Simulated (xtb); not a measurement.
xtb input (GFN2-xTB):

```bash
xtb mol.xyz --gfn 2 --sp --chrg 1 --uhf 0
```
mol.xyz:
```
5

O      1.26266590    -0.56782754     0.24651039
S     -0.15905165    -0.06174957     0.42039352
F     -0.92039015    -0.69724690    -0.75349422
F     -0.11117853     1.36670338    -0.14417350
H      1.72761739    -0.49449504    -0.61936988
```

End of the output:

```
         :::::::::::::::::::::::::::::::::::::::::::::::::::::
         ::                     SUMMARY                     ::
         :::::::::::::::::::::::::::::::::::::::::::::::::::::
         :: total energy             -16.843771796044 Eh    ::
         :: gradient norm              0.089867695448 Eh/a0 ::
         :: HOMO-LUMO gap              7.947308673194 eV    ::
         ::.................................................::
         :: SCC energy               -16.883209475899 Eh    ::
         :: -> isotropic ES            0.128855788056 Eh    ::
         :: -> anisotropic ES          0.011075089895 Eh    ::
         :: -> anisotropic XC         -0.004029537754 Eh    ::
         :: -> dispersion             -0.001846401411 Eh    ::
         :: repulsion energy           0.039437679856 Eh    ::
         :: add. restraining           0.000000000000 Eh    ::
         :: total charge               1.000000000000 e     ::
         :::::::::::::::::::::::::::::::::::::::::::::::::::::

           -------------------------------------------------
          |                Property Printout                |
           -------------------------------------------------

    * Orbital Energies and Occupations

         #    Occupation            Energy/Eh            Energy/eV
      -------------------------------------------------------------
         1        2.0000           -1.1260188             -30.6405
         2        2.0000           -1.0763707             -29.2895
         3        2.0000           -1.0215856             -27.7988
         4        2.0000           -0.9504087             -25.8619
         5        2.0000           -0.8602270             -23.4080
         6        2.0000           -0.8303043             -22.5937
         7        2.0000           -0.8194886             -22.2994
         8        2.0000           -0.8007491             -21.7895
         9        2.0000           -0.7896135             -21.4865
        10        2.0000           -0.7753165             -21.0974
        11        2.0000           -0.7699373             -20.9511
        12        2.0000           -0.7615507             -20.7229
        13        2.0000           -0.7352631             -20.0075 (HOMO)
Note: The following floating-point exceptions are signalling: IEEE_DENORMAL
normal termination of xtb
        14                         -0.4432049             -12.0602 (LUMO)
        15                         -0.4424160             -12.0388
        16                         -0.2599635              -7.0740
        17                         -0.1978398              -5.3835
        18                         -0.1608244              -4.3763
        19                         -0.1607569              -4.3744
        20                         -0.0344418              -0.9372
        21                          0.5982925              16.2804
        22                          0.6452727              17.5588
      -------------------------------------------------------------
                  HL-Gap            0.2920582 Eh            7.9473 eV
             Fermi-level           -0.5892340 Eh          -16.0339 eV

     #   Z          covCN         q      C6AA      α(0)
     1   8 O        1.661    -0.508    23.059     6.483
     2  16 S        2.443     1.705    88.662    15.848
     3   9 F        0.789    -0.310    12.441     4.166
     4   9 F        0.789    -0.310    12.441     4.166
     5   1 H        0.809     0.424     0.442     1.044

 Mol. C6AA /au·bohr⁶  :        470.290758
 Mol. C8AA /au·bohr⁸  :      13842.633748
 Mol. α(0) /au        :         31.707395

Wiberg/Mayer (AO) data.
largest (>0.10) Wiberg bond orders for each atom

 ---------------------------------------------------------------------------
     #   Z sym  total        # sym  WBO       # sym  WBO       # sym  WBO
 ---------------------------------------------------------------------------
     1   8 O    2.168 --     2 S    1.314     5 H    0.786
     2  16 S    3.453 --     1 O    1.314     4 F    1.056     3 F    1.056
     3   9 F    1.120 --     2 S    1.056
     4   9 F    1.120 --     2 S    1.056
     5   1 H    0.820 --     1 O    0.786
 ---------------------------------------------------------------------------

Topologies differ in total number of bonds
Writing topology from bond orders to xtbtopo.mol

molecular dipole:
                 x           y           z       tot (Debye)
 q only:        0.266      -0.443       1.148
   full:        0.437      -0.399       0.770       2.467
molecular quadrupole (traceless):
                xx          xy          yy          xz          yz          zz
 q only:        1.783      -0.715      -3.663      -5.068       0.294       1.880
  q+dip:        2.244      -0.768      -4.063      -5.957       0.559       1.819
   full:        2.299      -0.781      -3.880      -5.732       0.597       1.581

           -------------------------------------------------
          | TOTAL ENERGY              -16.843771796044 Eh   |
          | GRADIENT NORM               0.089867695448 Eh/α |
          | HOMO-LUMO GAP               7.947308673194 eV   |
           -------------------------------------------------

------------------------------------------------------------------------
------------------------------------------------------------------------
 total:
 SCF:
```

It need not be the lowest isomer of its formula.
